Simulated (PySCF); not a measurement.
**Solvent effects on NMR parameters**

Cartesian coordinates in Å; atom numbers follow the order of the lines, from 1:
```xyz
20

O     2.091    1.819   -0.371
P     1.562    0.452   -0.713
C     2.545   -0.754    0.274
O     3.835   -0.243    0.359
C    -0.174    0.169   -0.389
C    -1.033   -0.466   -1.202
C    -2.404   -0.555   -0.597
C    -2.340    0.448    0.569
C    -0.843    0.619    0.887
H     1.699    0.039   -2.072
H     2.554   -1.749   -0.200
H     2.048   -0.859    1.262
H     3.730    0.727    0.375
H    -0.775   -0.892   -2.175
H    -3.203   -0.327   -1.321
H    -2.592   -1.590   -0.253
H    -2.928    0.130    1.441
H    -2.749    1.414    0.236
H    -0.520   -0.016    1.732
H    -0.567    1.651    1.151
```

GIAO PBE0/pcSseg-1 in PySCF 2.14.0 with density-fitted response routines on one PBE0-D3(BJ)/def2-SVP conformer, non-relativistic, equivalent nuclei averaged. Solvents enter as an IEF-PCM continuum (chloroform with ε = 4.7) around the gas-phase geometry. Shifts are referred to TMS computed in the same medium.

Gas phase, δ in ppm: C6 153.3, C5 146.5, C3 58.9, C7 37.4, C9 33.6, C8 26.3, H10 7.17, H14 6.49, H12 3.52, H11 3.44, H20 2.86, H13 2.70, H15 2.50, H16 2.42. Dipole moment 5.20 D.

Task: How does each δ change in the continuum?

Result: 
```
atoms                                environment  Δδ, chloroform
   C6                                  alkene CH            +4.6
   C5            fully substituted alkene carbon            -2.2
   C3                  sp3 CH2 bonded to O and P            +0.2
   C7                            allylic sp3 CH2            +0.9
   C9                            allylic sp3 CH2            +0.4
   C8                          sp3 CH2 in a ring            +0.5
  H10  hydrogen on a phosphorus bonded to 2 C, O           +0.11
  H14                   hydrogen on an alkene CH           +0.26
  H12   hydrogen on an sp3 CH2 bonded to O and P           +0.18
  H11   hydrogen on an sp3 CH2 bonded to O and P           +0.20
  H20             hydrogen on an allylic sp3 CH2           -0.14
  H13              hydrogen on an alcohol oxygen            0.00
  H15             hydrogen on an allylic sp3 CH2           +0.10
  H16             hydrogen on an allylic sp3 CH2           +0.09
```

Changes are relative to the gas phase. The dipole moment becomes 6.26 D in chloroform.

Task: Which of the listed nuclei move most (in ppm), and what does the model miss? (N and O are left out, as their reference compounds move with the solvent too.)

Result: C6 (alkene CH, +4.6 ppm) in chloroform. A continuum only polarises the solute; specific hydrogen bonds, the anisotropy of aromatic solvents and changes of geometry or conformer are outside it.
